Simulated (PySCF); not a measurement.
## GeF⁻: from constants to spectrum

UHF-MP2 constants of GeF⁻, ³Σ⁻ (triplet), unpaired electrons π ↑↑ (PySCF, scalar-relativistic core potentials, basis sets Ge aug-cc-pVDZ-PP with ECP10, F aug-cc-pVDZ; masses 73.9212 and 18.9984 u):

```
ωe            : 486.5 cm⁻¹
ωexe          : 3.07 cm⁻¹
Be            : 0.31254 cm⁻¹
αe            : 0.00282 cm⁻¹
De to Ge + F⁻ : 2.75 eV
```

**Question.** What force constant and bond length do these constants imply?

**Answer.** Reduced mass μred = 15.114 u; k = 5.8918×10⁻⁷·μred·ωe² (u, cm⁻¹, mdyn/Å) = 2.11 mdyn/Å; Re = √(16.8576/(μred·Be)) (u, cm⁻¹, Å) = 1.889 Å.

**Question.** Estimate the centrifugal constant D from the Kratzer relation and find the Dunham coefficient a1.

**Answer.** D = 4Be³/ωe² = 5.16e-07 cm⁻¹; a1 = −1 − αeωe/(6Be²) = -3.34.

Correlated steps freeze 5 core orbitals. Correlated levels converge slowly with the basis: in double zeta they bind strong bonds too weakly, by up to about 1 eV, and carry superposition errors of some tenths. Spin–orbit coupling is left out. For an ion De counts to the pair picked by the measured ionisation energies or electron affinities, which need not be the lowest pair at this level. The state was picked by a PBE0 search and need not be the measured ground state.
